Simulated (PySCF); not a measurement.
# Radial density of Kr²⁺ (krypton, charge +2)

UHF, [Ar] 3d10 4s2 4p4, high-spin 3P determinant. Computed with PySCF 2.14 in dyall-av2z (16s12p8d, 92 functions), with no relativity, point nucleus.

```tsv
r (bohr)	4πr²ρ (e/bohr)	4πr²(ρα − ρβ)
0.000630	0.1534	0.0000
0.00106	0.4212	0.0000
0.00178	1.131	0.0000
0.00300	2.933	0.0000
0.00504	7.161	0.0001
0.00848	15.84	0.0003
0.0143	29.66	0.0016
0.0240	42.42	0.0081
0.0403	41.70	0.0350
0.0679	37.00	0.0998
0.114	51.26	0.1146
0.192	41.61	-0.0142
0.323	31.78	0.2263
0.543	32.42	0.1050
0.914	8.597	0.4134
1.54	4.723	1.5036
2.59	1.018	0.3666
4.35	0.02979	0.0114
7.31	0.0002512	0.0002
```

Where is the radial spin density 4πr²(ρα − ρβ) most negative, and why is it negative at all?

Around r = 0.192 bohr, down to -0.0142 e/bohr: exchange with the open shell polarises the paired shells in an unrestricted calculation.
